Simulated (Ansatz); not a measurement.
Ansatz (a program for electronic structure) input (CAM-B3LYP/def2-TZVPD):

Ansatz 0.2 input:
```yaml
crystal:
  periodic: [false, false, false]
  atoms:
    - {symbol: Cl, position_ang: [-1.23653415, -1.64047020, -0.57685171]}
    - {symbol: Ge, position_ang: [0.00000000, 0.00000000, 0.00000000]}
    - {symbol: Cl, position_ang: [1.84188418, -0.08564042, -1.07379956]}
    - {symbol: Cl, position_ang: [-0.99757708, 1.83319716, -0.44401040]}
    - {symbol: Cl, position_ang: [0.39222706, -0.10708654, 2.09466167]}
basis:
  gaussian:
    orbitals: def2-TZVPD
hamiltonian:
  xc: {name: CAM-B3LYP}
total_charge: -1
magnetization: {spin_polarized: true, initial_magnetization: 1}
```

End of the output:

```
integrals: 0.38 GiB planned
1598 factors; their error is unknown
integrals: 0.42 GiB planned
368 factors; integrals over basis functions are off by at most 3.4e-5 eV
0.35 GiB of the device are held for the grids
2.75 GiB of device memory are held for the factors and their scratch space
mean field: 1.65 GiB planned
mean field evaluation 1: about -106618.7584 eV, gradient 2.2e1 eV
mean field evaluation 2: about -106617.7434 eV, gradient 3.0e1 eV
mean field evaluation 4: about -106620.6493 eV, gradient 5.6e-1 eV
mean field evaluation 8: about -106620.9110 eV, gradient 9.3e-2 eV
mean field evaluation 16: about -106620.9112 eV, gradient 4.8e-5 eV
mean field -106620.91118490 eV, -3918.2462157957 hartree, gradient 4.8e-5 eV, S^2 0.753445; 0 other end points of the search recorded, 0 dependent functions left out
reference -106620.91130091 eV, -3918.2462200589 hartree; 51, 50 occupied and 187, 188 virtual orbitals, 1598 factors
Total energy: -106620.91130091 eV, -3918.2462200589 hartree
```

This state (charge -1, doublet) is run at the relaxed geometry of the species with charge 0 and multiplicity 1.
